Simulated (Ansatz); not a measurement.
```yaml
crystal:
  periodic: [false, false, false]
  atoms:
    - {symbol: C, position_ang: [-0.376458, 0.325076, -1.324858]}
    - {symbol: Si, position_ang: [1.119726, -0.124581, -0.295598]}
    - {symbol: C, position_ang: [0.159728, -0.120783, 1.301718]}
    - {symbol: Ga, position_ang: [-1.514928, -0.165489, 0.349266]}
    - {symbol: H, position_ang: [-0.550958, -0.103077, -2.296585]}
    - {symbol: H, position_ang: [-0.430045, 1.427791, -1.462302]}
    - {symbol: H, position_ang: [2.267407, 0.726290, -0.342140]}
    - {symbol: H, position_ang: [1.522526, -1.569590, -0.561617]}
    - {symbol: H, position_ang: [0.257690, 0.856879, 1.868697]}
    - {symbol: H, position_ang: [0.356216, -0.849885, 2.142463]}
    - {symbol: H, position_ang: [-3.033606, -0.524917, 0.562100]}
basis:
  gaussian: {orbitals: ANO-RCC-VTZP, final_grid: {core_spheres: 1, valence_spheres: 1, degree: 5}}
magnetization: {spin_polarized: true, initial_magnetization: 0}
hamiltonian: {xc: {name: wB97M-V}}
```

```sh
$ ansatz run in.yaml --threads 4 --pin off --events-out ev --progress --plain --max-ram 10444MiB
```

Shortened log:

```
Functional definition: wB97M-V
1659 factors; their error is unknown
456 factors; integrals over basis functions are off by at most 7.7e-6 eV
mean field evaluation 1: about -62964.9384 eV, gradient 4.3e1 eV
mean field evaluation 2: about -62965.6380 eV, gradient 4.3e1 eV
mean field evaluation 4: about -62972.8044 eV, gradient 2.4e0 eV
mean field evaluation 8: about -62983.5219 eV, gradient 2.4e1 eV
mean field evaluation 16: about -62992.0902 eV, gradient 1.9e-1 eV
mean field evaluation 32: about -62992.7817 eV, gradient 1.4e-2 eV
mean field -62992.78174845 eV, -2314.9420312146 hartree, gradient 4.0e-5 eV, S^2 0.000000; 0 other end points of the search recorded, 0 dependent functions left out
reference -62992.78187983 eV, -2314.9420360426 hartree; 32, 32 occupied and 203, 203 virtual orbitals, 1659 factors
Total energy: -62992.78187983 eV, -2314.9420360426 hartree
Relativity: scalar
```

(1) What is wrong with this run?

Answers

(1) The integration grid is far too coarse. Self-consistency was reached. The result belongs to that input, not to the molecule as meant.
